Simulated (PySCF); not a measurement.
C6H4FO (charge -1).
Numbering: `[O-:1][c:2]1[cH:3][cH:4][c:5]([F:6])[cH:7][cH:8]1` (hydrogens: H9 on C3; H10 on C4; H11 on C7; H12 on C8)

Structure used (GFN2-xTB), in Å, numbered top down from 1:
```
atom  x, y, z in Å
O1    -2.7006   -0.3329    0.0108
C2    -1.4517   -0.1793    0.0056
C3    -0.5331   -1.2804   -0.0011
C4     0.8301   -1.1112   -0.0086
C5     1.3576    0.1677   -0.0100
F6     2.7385    0.3373   -0.0186
C7     0.5349    1.2799   -0.0033
C8    -0.8285    1.1122    0.0047
H9    -0.9487   -2.2814    0.0001
H10    1.5002   -1.9641   -0.0126
H11    0.9781    2.2700   -0.0041
H12   -1.4756    1.9816    0.0111
```

A PySCF run (density fitting, gas phase, GFN2-xTB geometry) gave HOMO -0.25 eV, LUMO 4.52 eV and E = -405.652 Eh.

Question: Which of these levels was it?
A. PBE0/def2-SVPD
B. HCTH407/STO-3G
C. BHandHLYP/pcseg-1
D. PBE0/pcSseg-1
E. KT2/STO-3G

Answer: D. It is PBE0/pcSseg-1. All candidates on this geometry:

```csv
level and settings,kind,basis functions,SCF cycles,E (Eh),HOMO (eV),LUMO (eV)
HCTH407/STO-3G,GGA,44,16,-400.7398,5.51,7.83
KT2/STO-3G,GGA,44,17,-407.2253,5.50,8.15
PBE0/pcSseg-1,global hybrid,156,15,-405.6524,-0.25,4.52
"PBE0/def2-SVPD, energy threshold 1e-06 Eh",global hybrid,198,10,-405.4239,-0.48,4.29
"BHandHLYP/pcseg-1, damping 0.2 at the start, DIIS from the seventh cycle",global hybrid,132,16,-405.8333,-1.13,5.45
```

The nearest other candidate, by the summed differences of HOMO and LUMO, is PBE0/def2-SVPD: its HOMO differs by -0.23 eV and its LUMO by -0.23 eV. Cycle counts include a coarse-grid stage where the run had one. KT2 was designed for NMR shieldings or shifts; total energies of different functionals aren't comparable. The HOMO energy is positive at HCTH407/STO-3G and KT2/STO-3G; such an orbital is held in place by the finite basis.
